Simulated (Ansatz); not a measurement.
The lowest singlet and triplet of ClHSi (SMILES [SiH]Cl); geometries from B3LYP-D3(BJ)/def2-TZVP, each state relaxed from the structure named, with no frequency check.
Singlet (charge 0, multiplicity 1):
```xyz
3

Si    -0.93640     0.59509     0.00000
Cl     0.87760    -0.45144     0.00000
H     -1.80954    -0.65673     0.00000
```
Triplet (charge 0, multiplicity 3):
```xyz
3

Si    -0.9771     0.4537     0.0000
Cl     0.9272    -0.3414     0.0000
H     -2.0822    -0.5483     0.0000
```

A positive gap puts the triplet lower; no zero-point energy. R- takes a restricted singlet. The triplet is unrestricted in single-reference levels. Active spaces average the two states.

Frozen-core correlation.

Programs: Ansatz (a program for electronic structure). Values without a source in brackets are computed.

R-PBE/def2-TZVPP gives -30.07 kcal/mol for the gap E(singlet) − E(triplet), adiabatic.

**Question.** Where do these levels fall relative to PBE: R-r2SCAN/def2-TZVPP, R-PBE0/def2-TZVPP, R-wB97M-V/def2-TZVPP, R-B2PLYP/def2-TZVPP, R-MP2/cc-pV(Q+d)Z, R-CCSD(T)/cc-pV(Q+d)Z, SC-NEVPT2 on SA-CASSCF(2,2)/cc-pV(Q+d)Z, FIC-MRCISD+Q on SA-CASSCF(2,2)/cc-pV(Q+d)Z.

**Answer.** R-r2SCAN/def2-TZVPP 5.56; R-PBE0/def2-TZVPP 1.43; R-wB97M-V/def2-TZVPP -8.25; R-B2PLYP/def2-TZVPP -3.37; R-MP2/cc-pV(Q+d)Z -1.56; R-CCSD(T)/cc-pV(Q+d)Z -3.85; SC-NEVPT2 on SA-CASSCF(2,2)/cc-pV(Q+d)Z -4.85; FIC-MRCISD+Q on SA-CASSCF(2,2)/cc-pV(Q+d)Z -3.75 kcal/mol. 2 of 8 lie above PBE; the widest gap is to R-wB97M-V/def2-TZVPP.

Doubts at one or more of the structures used: a restricted determinant that unrestricted orbitals would lower (R-MP2/cc-pV(Q+d)Z, R-CCSD(T)/cc-pV(Q+d)Z).
